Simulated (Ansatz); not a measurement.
Ansatz (a first-principles code) job for KCl, SMILES [Cl][K], ωB97X-V/def2-TZVPD. Geometry optimised at PBE0-D3(BJ)/def2-TZVPD.

Ansatz 0.2 input:
```yaml
crystal:
  periodic: [false, false, false]
  atoms:
    - {symbol: K, position_ang: [0.00000000, 0.00000000, -1.27229451]}
    - {symbol: Cl, position_ang: [0.00000000, 0.00000000, 1.42197622]}
basis:
  gaussian:
    orbitals: def2-TZVPD
hamiltonian:
  xc: {name: wB97X-V}
```

Program output:

```
Functional definition: wB97X-V
integrals: 0.04 GiB planned
639 factors; their error is unknown
integrals: 0.07 GiB planned
173 factors; integrals over basis functions are off by at most 4.4e-5 eV
mean field: 0.32 GiB planned
mean field evaluation 1: about -28844.2905 eV, gradient 2.2e1 eV
mean field evaluation 2: about -28845.2582 eV, gradient 1.8e1 eV
mean field evaluation 4: about -28845.7792 eV, gradient 1.9e-1 eV
mean field evaluation 8: about -28845.8509 eV, gradient 2.8e-2 eV
mean field -28845.85089883 eV, -1060.0654681120 hartree, gradient 5.6e-5 eV, S^2 0.000000; 0 other end points of the search recorded, 0 dependent functions left out
reference -28845.85089660 eV, -1060.0654680301 hartree; 18, 18 occupied and 64, 64 virtual orbitals, 639 factors
Total energy: -28845.85089660 eV, -1060.0654680301 hartree
```

The calculation finished and met its thresholds.

Cost: around 5 core-seconds (rough).
